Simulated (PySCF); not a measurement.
Job file and geometry (Å, from GFN2-xTB) of an NMR shielding run on `CCCC1=CO[BH2-][O+]=C1`, C6H11BO2, GIAO PBE0/pcSseg-1 NMR shielding, non-relativistic, gas phase in PySCF 2.14.0, density-fitted response routines; density fitting, a coarse starting grid and PySCF grid level 2 are the driver's defaults:

```
$ OMP_NUM_THREADS=1 python probes_run.py task.json out

{"job": {"kind": "nmr", "xc": "PBE0", "basis": "pcSseg-1"}, "charge": 0, "multiplicity": 1}
C      2.225858     0.220785     0.866981
C      1.961640     0.256926    -0.632398
C      0.857394    -0.724377    -1.050547
C     -0.469748    -0.357297    -0.453112
C     -0.964190    -0.964452     0.699172
O     -2.046242    -0.675555     1.278463
B     -2.954082     0.462849     0.764778
O     -2.377812     1.033807    -0.549544
C     -1.274216     0.635340    -1.009563
H      1.329928     0.490589     1.421834
H      2.535397    -0.775082     1.176392
H      3.014757     0.921068     1.130217
H      1.672068     1.268275    -0.925539
H      2.878048     0.002078    -1.168367
H      0.777311    -0.724539    -2.139701
H      1.133375    -1.730919    -0.730695
H     -0.392475    -1.776357     1.157125
H     -2.939286     1.333202     1.576125
H     -4.019211    -0.003024     0.522599
H     -0.953663     1.117364    -1.937255
```

Task: What does the program print?

Result: 
```
coarse grid: 16600 points
cycle   1  E = -409.8502469022  dE =  1.393e+00  |g| = 7.958e-01  |ddm| = 3.955e+00
cycle   2  E = -409.5934008504  dE =  2.568e-01  |g| = 1.424e+00  |ddm| = 1.744e+00
cycle   3  E = -409.9729003235  dE = -3.795e-01  |g| = 1.975e-01  |ddm| = 1.250e+00
cycle   4  E = -409.9812600529  dE = -8.360e-03  |g| = 6.480e-02  |ddm| = 2.258e-01
cycle   5  E = -409.9822358226  dE = -9.758e-04  |g| = 9.921e-03  |ddm| = 6.505e-02
cycle   6  E = -409.9822552629  dE = -1.944e-05  |g| = 3.957e-03  |ddm| = 1.063e-02
cycle   7  E = -409.9822588344  dE = -3.572e-06  |g| = 4.727e-04  |ddm| = 3.308e-03
final grid: 159968 points
cycle   8  E = -410.0536328393  dE = -5.219e-05  |g| = 1.455e-02  |ddm| = 3.962e-02
cycle   9  E = -410.0535497080  dE =  8.313e-05  |g| = 2.536e-02  |ddm| = 2.807e-02
cycle  10  E = -410.0536729994  dE = -1.233e-04  |g| = 2.760e-03  |ddm| = 2.035e-02
cycle  11  E = -410.0536747612  dE = -1.762e-06  |g| = 2.939e-04  |ddm| = 2.647e-03
cycle  12  E = -410.0536747800  dE = -1.875e-08  |g| = 1.130e-04  |ddm| = 4.117e-04
cycle  13  E = -410.0536747831  dE = -3.118e-09  |g| = 2.303e-05  |ddm| = 1.346e-04
cycle  14  E = -410.0536747831  dE = -5.468e-11  |g| = 1.653e-05  |ddm| = 3.049e-05
converged SCF energy = -410.0536747831

GIAO shielding tensors (ppm)
atom      isotropic    diamagn.    paramagn.     s11        s22        s33       span
  0 C      174.072     248.615     -74.543    159.729    176.333    186.153     26.424
  1 C      157.860     248.351     -90.491    147.369    156.627    169.583     22.214
  2 C      155.769     246.103     -90.333    146.506    154.818    165.984     19.478
  3 C       74.297     269.252    -194.955    -24.879     90.038    157.733    182.612
  4 C       -1.207     250.330    -251.537   -101.411     -3.399    101.189    202.599
  5 O       62.016     395.819    -333.803   -161.531      3.393    344.186    505.717
  6 B       96.805     184.578     -87.773     86.784    101.412    102.220     15.437
  7 O       55.789     395.288    -339.499   -175.722     -5.895    348.982    524.704
  8 C       -0.965     249.699    -250.664   -103.717     -3.796    104.618    208.334
  9 H       30.469      32.262      -1.793     25.831     30.248     35.327      9.495
 10 H       31.361      30.523       0.837     27.498     29.000     37.585     10.087
 11 H       30.531      28.599       1.931     25.968     27.580     38.044     12.076
 12 H       30.815      32.075      -1.260     26.582     29.719     36.144      9.563
 13 H       30.109      29.902       0.207     25.251     28.652     36.423     11.172
 14 H       29.448      31.095      -1.647     24.632     27.871     35.840     11.208
 15 H       30.305      31.859      -1.554     26.583     28.768     35.564      8.981
 16 H       24.207      31.462      -7.255     22.129     22.593     27.900      5.771
 17 H       27.444      29.805      -2.361     25.333     27.957     29.044      3.711
 18 H       27.454      28.666      -1.212     25.180     28.106     29.077      3.897
 19 H       24.092      30.786      -6.694     21.923     22.377     27.976      6.052
```

Size and cost of the density-fitted run: 208 basis functions, 2.1 min wall time (100 s CPU) on 1 thread of an AMD EPYC, shared host; peak memory 0.91 GiB.
